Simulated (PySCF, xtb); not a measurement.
C4H12Si2, SMILES C1[SiH2]C[SiH2]CC1. The values are those of a single conformer.

Harmonic wavenumbers (cm⁻¹) from GFN2-xTB (xtb 6.7.1) at its own minimum, in rising order: 115, 117, 239, 245, 269, 394, 457, 493, 560, 568, 617, 645, 663, 702, 711, 753, 764, 780, 792, 816, 825, 954, 983, 1000, 1062, 1120, 1126, 1170, 1228, 1301, 1314, 1352, 1459, 1482, 1491, 1513, 2190, 2200, 2207, 2213, 2916, 2954, 2955, 2966, 2976, 2978, 2982, 3004.

What does ωB97X-D3(BJ)/def2-SVP run with PySCF give at its own minimum? (The exact figures need the calculation; the answer reports its results.)

135, 136, 257, 257, 269, 385, 512, 531, 594, 631, 645, 651, 682, 746, 768, 800, 836, 838, 903, 944, 960, 968, 988, 1004, 1060, 1070, 1093, 1166, 1249, 1282, 1327, 1378, 1390, 1428, 1444, 1491, 2224, 2231, 2232, 2237, 3054, 3062, 3062, 3084, 3103, 3121, 3123, 3156. Paired by order, the mean absolute difference is 52 cm⁻¹ and the zero-point energies are 89.5 and 92.2 kcal/mol.
